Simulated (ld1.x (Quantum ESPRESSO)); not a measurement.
# What one change does to a pseudopotential (lithium (Li), PAW)

```json
{
 "Element": "Li (Z = 3)",
 "Generator": "ld1.x (Quantum ESPRESSO) 7.5",
 "Type": "PAW",
 "Functional": "PBEsol",
 "Relativity": "scalar-relativistic",
 "Frozen core": "none",
 "Valence charge": "3",
 "Reference configuration": "1s2 2s0 2p0 (charge +1)",
 "Partial waves": "1s (bound): rcut 1.00, rcutus 1.15 bohr; 2s (bound, empty): rcut 1.00, rcutus 1.15 bohr; 2p (bound, empty): rcut 3.65, rcutus 4.60 bohr; 2p channel at 2.2 Ry: rcut 3.65, rcutus 4.60 bohr; 3d channel at -0.1 Ry: rcut 3.05, rcutus 4.00 bohr; 3d channel at 2.1 Ry: rcut 3.05, rcutus 4.00 bohr",
 "Local potential": "all-electron potential smoothed inside 2.25 bohr (lloc = -2)",
 "Core correction": "none",
 "Augmentation charge": "PSQ, inside the norm-conserving radii"
}
```

All-electron outer shells of the reference configuration (PBEsol, scalar-relativistic, ld1.x):

| shell | level (eV) | outermost node (bohr) | outermost maximum (bohr) |
| --- | --- | --- | --- |
| 1s | -59.84 | – | 0.36 |
| 2s | -6.69 | 0.82 | 2.59 |
| 2p | -4.66 | – | 2.59 |

Change: all radii scaled by about 1.23 (s 1.42, p 5.64, d 4.92 bohr, rcut 1.22/4.48/3.74); local potential all-electron potential smoothed inside 2.76 bohr (lloc = -2).

Cutoffs: the cutoffs (Ry, on a coarse ladder) from which the occupation-weighted sum of valence levels, in a spherical-Bessel basis at the reference potential, stays within 10 and 1 mRy of its value at 400 Ry; they do not see the model core or the augmentation charge, which bear on the density cutoff. Errors are all-electron minus pseudo energies relative to the spin-unpolarised reference configuration.

Q: What does the change do?

A: The potential gets softer (35 Ry and 45 Ry → 21 Ry and 30 Ry); the number of tests that count goes from 3 to 0 (the test run of the changed file stopped, so its transferability is not established); neither file shows a bound ghost at the reference potential, the only one tested. A larger radius leaves more room for a smooth pseudo-wave, so fewer plane waves are needed.

```csv
quantity,base,changed
"cutoff, loose",35 Ry,21 Ry
"cutoff, tight",45 Ry,30 Ry
bound ghosts,none,none
"tests counted (converged, no solver errors)",3 of 4,0 of 4 (the test run stopped)
lowest overlap eigenvalue by channel,"s 0.22, p 1.00, d 0.96","s 0.16, p 0.08, d 0.86"
```

Base: The cutoffs count occupied waves only; the empty 2s level needs 50 Ry at the loose tolerance. Tests not counted: 1s1 2s1 2p0 (solver errors, printed error -35.7 eV). Changed file: The cutoffs count occupied waves only; the empty 2s level needs 40 Ry at the loose tolerance.
